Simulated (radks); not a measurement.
Values are calculated unless marked as measured or tabulated.
Spherical quantum dot in the effective-mass picture: electrons in a well V = -V0 / (1 + exp((r - R)/a)) with V0 = 15, R = 4.12, a = 0.29, all in effective atomic units (hartree* = m*/eps^2 hartree, bohr* = eps/m* bohr), one dielectric constant everywhere. Level of theory: non-relativistic Kohn-Sham, PBE, spin-polarised, spherical densities (a radial shooting solver with Libxc functionals). Levels are named by radial order and angular momentum (1s, 1p, 1d, 2s, ...), and open shells are averaged over m. Results are scaled to m* = 0.064 and eps = 9.3, for which hartree* = 20.14 meV and bohr* = 7.69 nm.

N = 9, configuration 1s2 1p6 1d(up 1, down 0). This is the lowest configuration that the search found. Occupied and some empty levels:

level    occupation  eigenvalue (meV)  <r> (nm)
1s up             1           -232.37     17.63
1s down           1           -232.01     17.51
1p up             3           -227.56     19.14
1p down           3           -227.13     19.08
1d up             1           -220.20     20.29
1d down           0           -219.73     20.26
1f up             0           -210.76     21.22
2s up             0           -210.59     14.42
2s down           0           -210.45     14.45
1f down           0           -210.25     21.21
2p up             0           -198.77     16.59
2p down           0           -198.57     16.60

Energy (meV): total -2330.96, kinetic 103.20, external -2673.5, Hartree 300.47, exchange-correlation -61.142.
